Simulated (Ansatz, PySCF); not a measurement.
Here is a job for Ansatz (an electronic-structure program).
Ansatz 0.2 input:
```yaml
crystal:
  periodic: [false, false, false]
  atoms:
    - {symbol: Al, position_ang: [0.42790656, -0.01574826, 0.46996358]}
    - {symbol: Cl, position_ang: [1.19006944, 0.33144322, -1.40132717]}
    - {symbol: Cl, position_ang: [-1.51729210, -0.31940043, 1.04194326]}
basis:
  gaussian:
    orbitals: def2-SVP
magnetization: {spin_polarized: true, initial_magnetization: 1}
correlation: {method: mp2, electrons: outside_noble_gas}
accuracy: high
```

Q: Convert this to an input for PySCF.

A: Several could match; the one computed here: 
```python
from pyscf import gto, scf, mp

mol = gto.M(
    atom='''
Al    0.427907   -0.015748    0.469964
Cl    1.190069    0.331443   -1.401327
Cl   -1.517292   -0.319400    1.041943
''',
    basis='def2-svp',
    charge=0,
    spin=1,
    verbose=4,
)

mf = scf.UHF(mol)
mf.kernel()

pt = mp.MP2(mf, frozen=15)
pt.kernel()
print('E(MP2) = %.10f' % pt.e_tot)
```

Both were run: Ansatz gave -1160.967631 Eh and PySCF -1160.967631 Eh, 0.000 mEh apart.
